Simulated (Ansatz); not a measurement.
Computed with Ansatz on PBE0-D4/def2-TZVP structures; ΔE is electronic, products minus reactants. CCSD(T)/CBS is the MP2 limit (def2-TZVPP, def2-QZVPP) plus CCSD(T) − MP2 in def2-TZVPP, frozen cores. Functionals use def2-TZVPP. B3LYP here is the variant with VWN-RPA as its local correlation; programs differ in this. For Ga, Zn outer-core shells are correlated without core-valence functions, which leaves a few kJ/mol of doubt a bond. Scalar relativity is left out up to krypton. Each species was taken in one conformer, which may not be the lowest.

`[F][GaH][ZnH]` + `CNP` → `P[NH][ZnH]` + `[CH3][GaH][F]`  (redistribution)

CCSD(T)/CBS gives -68.8 kJ/mol.

Question: Another level gave -62.1 kJ/mol. Which?
A. SCS-MP2/def2-TZVPP
B. CCSD/def2-TZVPP
C. B3LYP-D4/def2-TZVPP
D. r2SCAN0-D4/def2-TZVPP

Answer: D. r2SCAN0-D4 -62.1, SCS-MP2/def2-TZVPP -74.1, CCSD/def2-TZVPP -66.7, B3LYP-D4 -53.4 kJ/mol.

Largest T1 diagnostic among the species: 0.016.

In def2-TZVPP, CCSD(T) changes the Hartree–Fock value by −24.0 kJ/mol (the triples alone add −2.8 kJ/mol) and MP2 by −37.4 kJ/mol. From r2SCAN to r2SCAN0 (25 % exact exchange), in def2-TZVPP and without D4, ΔE moves by +4.2 kJ/mol. Leaving LDA and LC-ωPBE aside and taking each functional with its dispersion term where it has one, the values, not all of them listed here, spread over 15.0 kJ/mol, from r2SCAN-D4 to revPBE-D4. LDA lies −7.2 kJ/mol from PBE without D4.
